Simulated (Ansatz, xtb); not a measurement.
## Relative energy of two structures of ClGeHSi

Structure I is a singlet given by its coordinates and structure II is a singlet given by its coordinates. Both are isolated molecules in the gas phase, relaxed with PBE-D3(BJ)/def2-SVP.

I (Å):

```xyz
4

Cl   -2.6620   -1.6491   -2.5005
Ge   -1.0155    1.7599   -0.6237
Si   -2.0871    0.1899   -1.7238
H    -0.7255   -0.0229   -0.7389
```

Close contacts (Å): Cl1–Si3 2.08, Ge2–Si3 2.20, Ge2–H4 1.81, Si3–H4 1.69.

II (Å):

```xyz
4

Cl    0.2470   -0.3865   -1.2015
Ge   -0.6865   -0.2874    1.0703
Si   -0.6215    1.6285   -0.3490
H     0.3921    1.2410    0.9643
```

Close contacts (Å): Cl1–Ge2 2.46, Cl1–Si3 2.35, Ge2–Si3 2.39, Ge2–H4 1.87, Si3–H4 1.70.

Estimate E(II) − E(I) at the level CCSD(T)/def2-TZVPP.

Calculated at CCSD(T)/def2-TZVPP: E(II) − E(I) = −7.90 kJ/mol, so structure II lies lower.

Level by level:

| level | geometry | E(II) − E(I) (kJ/mol) | departure from the last row (kJ/mol) | job, with rough time for the two |
| --- | --- | --- | --- | --- |
| PBE-D3(BJ)/def2-SVP | PBE-D3(BJ)/def2-SVP | −16.04 | −8.14 | optimisation, 29 s |
| HF/def2-TZVPP | PBE-D3(BJ)/def2-SVP | −34.46 | −26.57 | part of the CCSD(T) run |
| MP2/def2-TZVPP | PBE-D3(BJ)/def2-SVP | −1.04 | +6.86 | part of the CCSD(T) run |
| CCSD(T)/def2-TZVPP | PBE-D3(BJ)/def2-SVP | −7.90 |  | single point, 62 s |

MP2/def2-TZVPP finds them nearly level. The largest departure from CCSD(T)/def2-TZVPP is that of HF/def2-TZVPP, 26.57 kJ/mol. Levels run at GFN2-xTB geometries aren't shown.

With harmonic frequencies from PBE-D3(BJ)/def2-SVP (ideal gas, rigid rotor, one conformer each, 298.15 K, 1 atm): on the last row, ΔE + ΔZPE = −7.07, ΔH = −8.40, ΔG = −6.52 kJ/mol.

The correlated steps freeze 19 core orbitals; the filled d shell of Ge is correlated, in a basis made for valence electrons. Mirror images aren't counted in ΔG. Run with Ansatz 0.2.0; the last row on 1 thread of Intel(R) Xeon(R) Platinum 8259CL CPU @ 2.50GHz (Skylake/Cascade Lake) on a shared host.
